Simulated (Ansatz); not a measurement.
Program: Ansatz. Geometries: PBE0-D4/def2-TZVP. ΔE: electronic, gas phase. CCSD(T)/CBS is the MP2 limit (def2-TZVPP, def2-QZVPP) plus CCSD(T) − MP2 in def2-TZVPP, frozen cores. This one scheme is used for every species. Functionals use def2-TZVPP. Each species was taken in one conformer, which may not be the lowest.

Consider the hydrogenolysis of the Si–Cl bond: `N[Si](O)(F)Cl` + H₂ → `N[SiH](O)F` + HCl.

CCSD(T)/CBS gives +85.5 kJ/mol.

(1) Another level gave +85.4 kJ/mol. Which?
A. LC-ωPBE/def2-TZVPP
B. revPBE-D4/def2-TZVPP
C. BHLYP-D4/def2-TZVPP
D. BHLYP/def2-TZVPP

Largest T1 diagnostic among the species: 0.011.

Results:

(1) C. BHLYP-D4 85.4, BHLYP 76.8, revPBE-D4 91.9, LC-ωPBE 81.0 kJ/mol.

From BLYP to BHLYP (50 % exact exchange), in def2-TZVPP and without D4, ΔE moves by +3.4 kJ/mol. In def2-TZVPP, CCSD(T) changes the Hartree–Fock value by +8.5 kJ/mol (the triples alone add +3.5 kJ/mol) and MP2 by +17.1 kJ/mol.
